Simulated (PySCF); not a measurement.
## Ga⁺ (gallium, charge +1): UHF calculation

Configuration: [Ar] 3d10 4s1 4p1, high-spin 3P determinant (an excited configuration). Calculation: PySCF 2.14, in aug-cc-pVDZ-PP with ECP10MDF; a scalar-relativistic core potential.

```json
{
  "Total energy": "-257.917527 hartree",
  "One-electron energy": "-455.6379 hartree",
  "Hartree (Coulomb) energy": "219.3371 hartree",
  "Exchange energy": "-21.6167 hartree",
  "⟨S²⟩": "2.0010",
  "⟨L²⟩": "2.020",
  "Sum of ⟨r⟩": "18.36 bohr",
  "Sum of ⟨r²⟩": "27.11 bohr²",
  "Traceless quadrupole moment −½Σ⟨3z² − r²⟩ along its main axis": "-3.97 e·bohr²"
}
```

| shell | electrons | mean orbital energy (hartree) | spread (hartree) | rms radius, mean of both spins (bohr) |
| --- | --- | --- | --- | --- |
| 3s α | 1 | -6.96514 | 0 | 0.701 |
| 3s β | 1 | -6.94525 | 0 | 0.701 |
| 3p α | 3 | -4.94542 | 0.00308 | 0.738 |
| 3p β | 3 | -4.93396 | 0.01551 | 0.738 |
| 3d α | 5 | -1.53600 | 0.01117 | 0.888 |
| 3d β | 5 | -1.52499 | 0.01805 | 0.888 |
| 4s α | 1 | -0.81770 | 0 | 2.42 |
| 4p α | 1 | -0.52580 | 0 | 3.01 |

Energies and moments cover only the electrons outside the core potential.
